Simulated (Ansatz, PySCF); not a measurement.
Torsion H3–B1–P2–H5 in BH4P (SMILES BP); at each angle all else is relaxed with GFN2-xTB, and the levels are single points there.
Geometry at 150° (charge 0, multiplicity 1):
```tsv
atom	x (Å)	y (Å)	z (Å)
B	-0.8816	0.0194	-0.0171
P	0.8974	0.0290	-0.4850
H	-1.5663	0.9052	-0.3536
H	-1.3541	-0.9492	0.4354
H	1.5176	-0.6489	0.5425
H	1.3281	1.2922	-0.1437
```

Quantity: the energy at 240° less that at 150°.

On the grid 0° to 330°, 240° is the highest and 150° the lowest point at MP2/CBS(cc-pV(T+d)Z, cc-pV(Q+d)Z) + ΔCCSD(T)/cc-pV(T+d)Z.

Cores are frozen in the correlated methods. CBS(a, b) extrapolates the correlation energy as X⁻³ and adds the Hartree–Fock energy of set b.

The values were computed with Ansatz (a program for electronic structure); PySCF for the dispersion terms. Each number belongs to the level named beside it.

Costs are ratios of core time to PBE/def2-TZVPP (roughly 2.5 s), for whole runs (searches for the state included, and forces where a run took them) on one shared machine, so rough; each difference counts from 416.7 meV (MP2/CBS(cc-pV(T+d)Z, cc-pV(Q+d)Z) + ΔCCSD(T)/cc-pV(T+d)Z, a level with limits of its own).

| level | basis functions | cost |
|---|---|---|
| CCSD(T)/cc-pV(D+d)Z | 57 | ×0.8 |
| PBE/def2-TZVPP | 129 | ×1 |
| PBE-D3(BJ)/def2-TZVPP | 129 | ×1 |
| BLYP/def2-TZVPP | 129 | ×1 |
| BLYP-D3(BJ)/def2-TZVPP | 129 | ×1 |
| B3LYP/def2-TZVPP | 129 | ×1 |
| PBE0-D3(BJ)/def2-TZVPP | 129 | ×1 |
| r2SCAN/def2-TZVPP | 129 | ×2 |
| wB97M-V/def2-TZVPP | 129 | ×3 |
| wB97X-V/def2-TZVPP | 129 | ×4 |
| MP2/cc-pV(Q+d)Z | 239 | ×6 |
| CCSD(T)/cc-pV(T+d)Z | 125 | ×6 |

Each difference (meV): CCSD(T)/cc-pV(D+d)Z -11.9; PBE/def2-TZVPP 63.5; PBE-D3(BJ)/def2-TZVPP 63.0; BLYP/def2-TZVPP 50.4; BLYP-D3(BJ)/def2-TZVPP 49.5; B3LYP/def2-TZVPP 32.0; PBE0-D3(BJ)/def2-TZVPP 32.9; r2SCAN/def2-TZVPP 65.6; wB97M-V/def2-TZVPP -3.6; wB97X-V/def2-TZVPP -7.8; MP2/cc-pV(Q+d)Z 9.1; CCSD(T)/cc-pV(T+d)Z -5.6.
